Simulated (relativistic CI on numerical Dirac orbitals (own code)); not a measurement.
Hyperfine structure of Sc, mass number 45

Computed by Dirac-Coulomb-Breit CI, KLI orbitals optimised for each configuration, a model potential for QED, valence Slater integrals scaled by 0.85, P86 correlation energy added to each configuration (own radial code, finite nucleus).

Configuration list (outside the closed core [Ar]): 3d 4s2, 3d2 4s, 3d 4s 4p, 4s2 4p, 3d2 4p, 3d3, 3d 4s 4d, 3d 4s 4f, 4s2 5p, 3d 4s 5s, 4s2 6s, 4s2 5d, 3d2 4d, 4s2 6p, 3d 4s 5p, 3d 4p2, 4p3, 4p2 5p. Double excitations out of closed p, d and f shells are left out; levels of such configurations are missing from the list, as are those of other unlisted configurations, and high levels can miss mixing partners. These lack a partner that the ground configuration has and come out too high: 4s2 6s, 4s2 5d, 4s2 6p.

Nuclear spin I = 7/2, μ = 4.754 μN, Q = -0.22 b (tables of Stone and Pyykkö). The electronic factors are computed for point nuclear moments, without core polarisation; leaving it out makes A of s and p electrons in near-neutral atoms 20 to 40 % too small, and it can dominate for d and f shells.

| Level | E (cm⁻¹) | A (MHz) | B (MHz) |
| --- | --- | --- | --- |
| 3d 4s2 2D_3/2 | 0.0 | 270.3 | -27.8 |
| 3d 4s2 2D_5/2 | 146.6 | 137.3 | -39.3 |
| 3d2 4s 4F_3/2 | 12644.5 | -222.4 | -7.85 |
| 3d2 4s 4F_5/2 | 12666.3 | 176.9 | -7.62 |
| 3d2 4s 4F_7/2 | 12696.7 | 303.6 | -10.8 |
| 3d2 4s 4F_9/2 | 12735.4 | 354.7 | -16.3 |
| 3d 4s 4p 4F°_3/2 | 13481.3 | -179.6 | -30.9 |
| 3d 4s 4p 4F°_5/2 | 13552.0 | 248 | -30.1 |

Levels with J = 0, under 50 % of one LS term, or S terms without an open s electron are left out. Small factors come from cancelling terms and can be off by tens of per cent or more.

Correlation outside the listed configurations is missing or only estimated: errors of thousands of cm⁻¹ between configurations and terms are usual at this charge. Rates and lifetimes follow the computed energies and can be off by large factors. The fine structure of a lone outer electron comes out too small, for d and f at times inverted, and misplaced configurations move strength between like terms. 30 of the 36 excited levels that our extract of the measured tables holds in this range could be paired (the sources list more); they are missed by 1412 cm⁻¹ on average and 2501 at most, and levels without a partner can miss by more.

(1) Give the hyperfine levels of 3d 4s2 2D_3/2 relative to its centre of gravity.

## Answers

(1) With K = F(F + 1) − I(I + 1) − J(J + 1), E = AK/2 + B[¾K(K + 1) − I(I + 1)J(J + 1)]/[2I(2I − 1)J(2J − 1)]: F = 2: -1840, F = 3: -1009, F = 4: 80.51, F = 5: 1412 MHz.

LS names give the leading component of a level, which can be under half, so a name can repeat, a term be missing and a line seem to break the LS rules.
